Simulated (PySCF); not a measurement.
How methods differ on the ionisation energy of Cr(16+)

Cr(16+) [He] 2s2 2p4 (3P) → Cr(17+) [He] 2s2 2p3 (4S), as a difference of total energies. All numbers are calculated (PySCF 2.14, the non-relativistic Hamiltonian (point nucleus), in an uncontracted even-tempered set (18 s from 2.4 bohr⁻², ratio 2.2; 11 p from 3.1 bohr⁻², ratio 2.2; 6 d from 18 bohr⁻², ratio 2.4; 5 f from 27 bohr⁻², ratio 2.4; 5 g from 40 bohr⁻², ratio 2.4)). Correlated levels: nothing frozen; virtual orbitals above 40 to 60 times the deepest correlated orbital energy dropped. The calculations carry no spin-orbit coupling.

```tsv
method	ionisation energy (eV)
UHF	1180.1
LDA	1180.3
PBE	1182.4
PBE0	1182.3
r2SCAN	1182.7
BP86	1183.1
TPSSh	1183.0
MP2 (all electrons)	1181.6
SCS-MP2 (all electrons)	1181.7
```

A first-order spin-orbit estimate (lowest level to lowest level, LS coupling) adds 2.947 eV.

These non-relativistic numbers lack the scalar-relativistic shift.

For comparison: 1188 ± 2.1 eV (semi-empirical (NIST evaluation); NIST Atomic Spectra Database, ionization energies).
